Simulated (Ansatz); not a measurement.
# Changing the shape of ScF, singlet

Calculated in Ansatz's Gaussian-basis code. Basis def2-SVP, nonrelativistic, 6 orbitals frozen in the corrections; active space CAS(10,10). Restricted Hartree–Fock, then the lowest state-specific CASSCF solution met for each case. The basis is small, far from the limit. On stretched bonds single-reference methods can fail or change state. Solutions in different active orbitals can move differences by tenths of an eV and at times more than 1 eV.

Case A: bond length 3.5740 Å. A bond is stretched, to 1.57 times the sum of the covalent radii.

Case B: bond length 1.7870 Å.

Energy less that of case A, in eV:

```json
{"case": "B", "RHF/ROHF": "-6.048", "CASSCF": "-5.286"}
```

**Question.** What does SC-NEVPT2 give for these differences?

**Answer.** B: -5.829 eV (-134.4 kcal/mol).
